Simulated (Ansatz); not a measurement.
`[SiH3]C[SiH2]Cl` + `OCBF` → `OCB(F)[SiH2]Cl` + `C[SiH3]`  (formal exchange of groups at the Si–C bond)

Calculated with Ansatz (gas phase, PBE0-D4/def2-TZVP geometries, no zero-point term in ΔE). CCSD(T)/CBS adds triple-zeta CCSD(T) − MP2 to the extrapolated MP2 energy (def2 sets, frozen cores). This one scheme is used for every species. DFT in def2-TZVPP. B3LYP here is the variant with VWN-RPA as its local correlation; programs differ in this. Each species was taken in one conformer, which may not be the lowest.

| level | ΔE (kJ/mol) |
| --- | --- |
| r2SCAN-D4 | 32.8 |
| B3LYP-D4 | 30.9 |
| ωB97X-V | 32.9 |
| ωB97M-V | 37.4 |
| SCS-MP2/def2-TZVPP | 41.8 |
| MP2/def2-QZVPP | 45.4 |
| MP2/CBS(def2) | 45.7 |
| CCSD/CBS(def2) | 39.1 |

Task: What does CCSD(T)/CBS give? (Best estimate.)

Result: Ansatz gave: +38.1 kJ/mol. The listed levels differ from it by -5.3, -7.2, -5.2, -0.7, 3.7, 7.3, 7.6, 1.0 kJ/mol.

Largest T1 diagnostic among the species: 0.012.

From PBE to PBE0 (25 % exact exchange), in def2-TZVPP and without D4, ΔE moves by +5.7 kJ/mol.

CCSD(T)/CBS has its own doubt, a few kJ/mol and more with outer-core shells, so smaller differences from it don't rank the levels.
